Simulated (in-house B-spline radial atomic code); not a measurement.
Results of a calculation; reference values are marked as such.
# Two electrons in Ge: a parabolic dot with ħω = 32.8 meV in all three directions with an ionised donor at its centre

For Ge the NSM archive of the Ioffe Institute lists m_l = 1.6 m0, m_t = 0.08 m0 and ε = 16.2; the model takes one isotropic valley with the conductivity mass 3/(1/m_l + 2/m_t) = 0.117 m0, and so misses anisotropy and the other valleys. All triplets below are those of one valley; with several valleys two electrons can form a triplet in the 1s orbital itself, at an energy set by the valley splitting. Real donors also feel a central-cell potential, which shifts the ground state.

Effective-mass model with parabolic bands, a uniform dielectric constant, no image charges, no central-cell or spin-orbit terms. Two-electron levels come from full CI in B-splines with partial waves to l = 5 (up to 0.001 effective hartree above the limit).

What are the effective units, and what is the potential in them?

Ha* = 27211.386 meV × 0.117/16.2² = 12.13 meV and a* = 0.0529177 nm × 16.2/0.117 = 7.327 nm. The frequency is ω = 2.7 Ha*, with −1/r added.

In these units the lowest s and p orbitals lie at 2.0191 and 5.4764, and their Coulomb and exchange integrals are J_ss = 1.5190, J_sp = 1.1785 and K_sp = 0.2151. Full CI gives 5.4756 for the ground singlet, 8.4395 for the sp triplet, 8.8170 for the sp singlet and 10.7800 for the lowest triplet of two s orbitals.

What does it cost to add the second electron, to first order and exactly?

To first order E = 2ε_s + J_ss = 5.5572, so the charging energy E(2) − 2E(1) is J_ss = 18.43 meV. CI gives 5.4756 − 2 × (2.0191) = 1.4374, or 17.44 meV: relaxation and correlation lower it by 0.9898 meV, 5.4 % of J_ss. The s² configuration of one-electron orbitals holds 99.0 % of the state, and the mean radius is 4.59 nm.

How far above the singlet do the triplets lie?

To first order the sp triplet lies at ε_s + ε_p + J_sp − K_sp = 8.4590, which is 35.2 meV above 2ε_s + J_ss. CI gives 8.4395 − (5.4756) = 2.9639, or 35.96 meV, 86 % of the orbital spacing of 41.94 meV. The ss triplet lies 64.35 meV up, so the lower of the two is the sp one, and its gap equals k_BT at 417 K. The sp singlet-triplet splitting is 4.58 meV, against 2K_sp = 5.218 meV.
